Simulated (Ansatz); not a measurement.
`O[Si](O)(F)[SiH2]`• → F• + 4 H• + 2 O• + 2 Si•  (atomization)

Program: Ansatz. Geometries: PBE0-D4/def2-TZVP. ΔE: electronic, gas phase. CCSD(T)/CBS adds triple-zeta CCSD(T) − MP2 to the extrapolated MP2 energy (def2 sets, frozen cores). This one scheme is used for every species, atoms too. Functionals use def2-TZVPP. B3LYP here is the variant with VWN-RPA as its local correlation; programs differ in this. No spin–orbit coupling; open shells (•) take unrestricted orbitals. Spin–orbit coupling would lower the free atoms: a little for F, O, Si. One conformer a species, not always the lowest.

| level | ΔE (kcal/mol) | difference from CCSD(T)/CBS |
| --- | --- | --- |
| LDA (SPW92) | 901.8 | 110.6 |
| revPBE-D4 | 772.3 | -18.9 |
| BLYP-D4 | 783.0 | -8.2 |
| r2SCAN-D4 | 790.6 | -0.6 |
| PBE0-D4 | 776.3 | -14.9 |
| B3LYP-D4 | 781.6 | -9.6 |
| r2SCANh-D4 | 783.3 | -7.9 |
| r2SCAN0-D4 | 772.8 | -18.4 |
| CAM-B3LYP-D4 | 789.3 | -1.9 |
| ωB97X-V | 789.0 | -2.2 |
| ωB97M-V | 786.5 | -4.7 |
| B2PLYP | 775.8 | -15.4 |
| PBE-QIDH | 775.0 | -16.2 |
| PBE | 788.8 | -2.4 |
| revPBE | 758.3 | -32.9 |
| r2SCAN | 789.5 | -1.7 |
| PBE0 | 772.1 | -19.1 |
| B3LYP | 773.5 | -17.7 |
| r2SCANh | 782.1 | -9.1 |
| r2SCAN0 | 771.4 | -19.8 |
| MP2/def2-SVP | 734.0 | -57.2 |
| CCSD/def2-SVP | 708.0 | -83.2 |
| CCSD(T)/def2-SVP | 714.7 | -76.5 |
| MP2/def2-TZVPP | 786.3 | -4.9 |
| CCSD/def2-TZVPP | 753.5 | -37.7 |
| CCSD(T)/def2-TZVPP | 765.2 | -26.0 |
| HF/def2-QZVPP | 568.3 | -222.9 |
| MP2/def2-QZVPP | 802.1 | 10.9 |
| SCS-MP2/def2-QZVPP | 795.1 | 3.9 |
| MP2/CBS(def2) | 812.3 | 21.1 |
| CCSD/CBS(def2) | 779.6 | -11.6 |
| CCSD/cc-pV(D+d)Z | 692.7 | -98.5 |
| CCSD(T)/cc-pV(D+d)Z | 700.0 | -91.2 |
| HF/cc-pV(T+d)Z | 564.5 | -226.7 |
| MP2/cc-pV(T+d)Z | 784.1 | -7.1 |
| CCSD(T)/cc-pV(T+d)Z | 763.3 | -27.9 |
| MP2/cc-pV(Q+d)Z | 802.3 | 11.1 |
| HF/CBS(cc) | 569.8 | -221.4 |
| MP2/CBS(cc) | 813.6 | 22.4 |
| CCSD/CBS(cc) | 781.0 | -10.2 |
| CCSD(T)/CBS | 791.2 | 0 |

Largest T1 diagnostic among the species: 0.014.

In def2-TZVPP, CCSD(T) changes the Hartree–Fock value by +199.5 kcal/mol (the triples alone add +11.7 kcal/mol) and MP2 by +220.5 kcal/mol; breaking electron pairs costs correlation energy, which Hartree–Fock lacks. Leaving LDA and LC-ωPBE aside and taking each functional with its dispersion term where it has one, the values, not all of them listed here, spread over 37.7 kcal/mol, from BHLYP-D4 to PBE-D4. LDA lies +113.0 kcal/mol from PBE without D4, its usual overbinding. The D4 term adds +8.1 kcal/mol with B3LYP and +4.2 kcal/mol with PBE0; it sums over pairs of atoms, weighted by their polarisabilities, and B3LYP, whose exchange is more repulsive, gets the larger term.

For atomizations the MP2-based limit and the directly extrapolated one differ by several kJ/mol either way, and by 10 to 25 for some Ge, Se and Sn compounds, so smaller differences from it don't rank the levels.
